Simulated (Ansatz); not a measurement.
C2H6ClSi, doublet, at a GFN2-xTB geometry; WB97X/STO-3G run with Ansatz (a first-principles code).

Ansatz was given this input:
Ansatz 0.2 input:
```yaml
crystal:
  periodic: [false, false, false]
  atoms:
    - {symbol: C, position_ang: [-1.38873817, -1.41322925, -0.13122108]}
    - {symbol: Si, position_ang: [0.04651554, -0.32578017, 0.49191798]}
    - {symbol: C, position_ang: [1.73625714, -0.95559072, -0.12364112]}
    - {symbol: Cl, position_ang: [-0.23141020, 1.58388399, -0.22303002]}
    - {symbol: H, position_ang: [-2.34927777, -1.03893139, 0.20945216]}
    - {symbol: H, position_ang: [-1.28773223, -2.43706126, 0.21396114]}
    - {symbol: H, position_ang: [-1.40636108, -1.42636843, -1.22018304]}
    - {symbol: H, position_ang: [1.76207914, -0.96236763, -1.21249770]}
    - {symbol: H, position_ang: [2.54750805, -0.32182380, 0.22132976]}
    - {symbol: H, position_ang: [1.93142591, -1.96563310, 0.22176951]}
basis:
  gaussian:
    orbitals: STO-3G
hamiltonian:
  xc: {name: wB97X}
magnetization: {spin_polarized: true, initial_magnetization: 1}
accuracy: high
```

It wrote (shortened):

```
Functional definition: wB97X
696 factors; integrals over basis functions are off by at most 2.0e-8 eV
243 factors; integrals over basis functions are off by at most 1.1e-9 eV
mean field evaluation 1: about -22318.4631 eV, gradient 1.0e1 eV
mean field evaluation 2: about -22319.5246 eV, gradient 2.9e0 eV
mean field evaluation 4: about -22319.6118 eV, gradient 2.2e-1 eV
mean field evaluation 8: about -22319.5496 eV, gradient 7.4e-3 eV
mean field evaluation 16: about -22319.5496 eV, gradient 9.8e-7 eV
mean field -22319.54960484 eV, -820.2283192437 hartree, gradient 4.5e-8 eV, S^2 0.750581; 0 other end points of the search recorded, 0 dependent functions left out
reference -22319.54960285 eV, -820.2283191705 hartree; 25, 24 occupied and 9, 10 virtual orbitals, 696 factors
Total energy: -22319.54960285 eV, -820.2283191705 hartree
```
